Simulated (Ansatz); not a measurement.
```yaml
crystal:
  periodic: [false, false, false]
  atoms:
    - {symbol: Zr, position_ang: [2.604045, 0.345857, 1.555298]}
    - {symbol: Zr, position_ang: [-0.151868, -1.559944, 1.164294]}
    - {symbol: Zr, position_ang: [0.263076, 1.230568, -0.743558]}
    - {symbol: Zr, position_ang: [-2.381942, -0.259782, -1.356495]}
    - {symbol: O, position_ang: [-0.535896, 0.179338, -2.174851]}
    - {symbol: O, position_ang: [-1.442910, 1.832870, 0.118009]}
    - {symbol: O, position_ang: [-2.795326, 1.471334, -0.316321]}
    - {symbol: O, position_ang: [0.686064, -2.821769, 0.242203]}
    - {symbol: O, position_ang: [4.249856, -0.351483, 1.455461]}
    - {symbol: O, position_ang: [-3.712381, -0.864495, -2.393506]}
    - {symbol: O, position_ang: [1.162150, -0.778995, 2.410622]}
    - {symbol: O, position_ang: [2.055133, 1.576490, 0.038833]}
basis:
  gaussian: {orbitals: def2-TZVPD, initial_orbitals: start.molden}
total_charge: -1
magnetization: {spin_polarized: true, initial_magnetization: 1}
hamiltonian: {xc: pbe0, dispersion: d4}
scf: {omitted_lower_state_checks: [starts]}
output: {orbitals: {seedname: orbitals}}
```

The file start.molden holds the orbitals of an earlier run on this structure, at another level or in another basis.

```sh
$ ansatz run in.yaml --threads 4 --pin off --events-out ev --progress --plain --max-ram 6963MiB
```

Question: Does this run fit into the memory that it is given?

Answer: No. It has 480 basis functions, and Ansatz plans for 8 GiB where 7 GiB are given.
